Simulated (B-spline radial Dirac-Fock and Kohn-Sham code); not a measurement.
**Relativistic shifts of the levels of Te⁷⁺**

System: Te⁷⁺, [Kr] 4d9.

Both columns are ΔSCF binding energies of the configuration average from a radial B-spline solver: non-relativistic Hartree-Fock with a point nucleus, and Dirac-Fock with a finite nucleus and the Coulomb interaction alone, averaged over the two j levels with weights 2j+1.

| shell | Hartree-Fock (eV) | Dirac-Fock (eV) | shift (eV) | shift (%) |
| --- | --- | --- | --- | --- |
| 1s | 30815.2 | 32037.4 | +1222.13 | +3.97 |
| 2s | 4770.4 | 5071.9 | +301.53 | +6.32 |
| 2p | 4467.5 | 4556.4 | +88.93 | +1.99 |
| 3s | 1060.0 | 1124.9 | +64.84 | +6.12 |
| 3p | 932.6 | 953.1 | +20.51 | +2.20 |
| 4s | 272.6 | 286.4 | +13.76 | +5.05 |
| 4p | 226.2 | 230.2 | +3.99 | +1.76 |
| 4d | 147.1 | 145.7 | -1.35 | -0.92 |

Relativity binds 1s, 2s, 2p, 3s, 3p, 4s, 4p more strongly, among those listed most of all 2s in relative terms, and 4d more weakly, because the contracted s and p shells screen the nucleus better.

Values without a named source are computed, but for edge energies of neutral atoms, which are taken from tables.
